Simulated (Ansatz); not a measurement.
```yaml
crystal:
  periodic: [false, false, false]
  atoms:
    - {symbol: F, position_ang: [-1.938896, -0.265928, -0.266826]}
    - {symbol: B, position_ang: [-0.950112, 0.399458, 0.362575]}
    - {symbol: Cl, position_ang: [-1.452648, 1.656969, 1.521149]}
    - {symbol: O, position_ang: [0.119981, 0.889788, -0.640656]}
    - {symbol: B, position_ang: [1.085272, -0.223939, -0.188344]}
    - {symbol: F, position_ang: [2.229210, 0.266438, 0.280910]}
    - {symbol: Cl, position_ang: [1.228450, -1.547910, -1.412843]}
    - {symbol: O, position_ang: [0.099277, -0.577251, 0.942872]}
    - {symbol: H, position_ang: [-0.152095, 0.849420, -1.564996]}
    - {symbol: H, position_ang: [-0.185240, -1.498346, 0.969161]}
basis:
  gaussian: {orbitals: aug-cc-pVDZ, fitting: {mean_field: def2-universal-jkfit}}
magnetization: {spin_polarized: true, initial_magnetization: 0}
hamiltonian: {xc: {name: revPBE0}, dispersion: d3bj}
accuracy: high
outputs: {forces: true}
output: {forces: true}
```

```sh
$ ansatz run in.yaml --threads 8 --pin off --events-out ev --progress --plain --max-ram 18278MiB
```

**Question.** How does Ansatz answer? (An estimate is asked.)

**Answer.** Computed: The input was rejected before any iteration.
```
Error: YAML parse error: error: line 19 column 1: unknown field `outputs`, expected one of crystal, accuracy, basis, kpoints, hamiltonian, magnetization, projection, total_charge, correlation, batch, efield, external_charges, scf, relax, neb, saddle, md, ramp, phonons, dielectric, real_time, elastic, magnetic_configurations, gw, evaluate, workflow, output, checkpoint, execution
17 | hamiltonian: {xc: {name: revPBE0}, dispersion: d3bj}
18 | accuracy: high
19 | outputs: {forces: true}
20 | output: {forces: true}
```
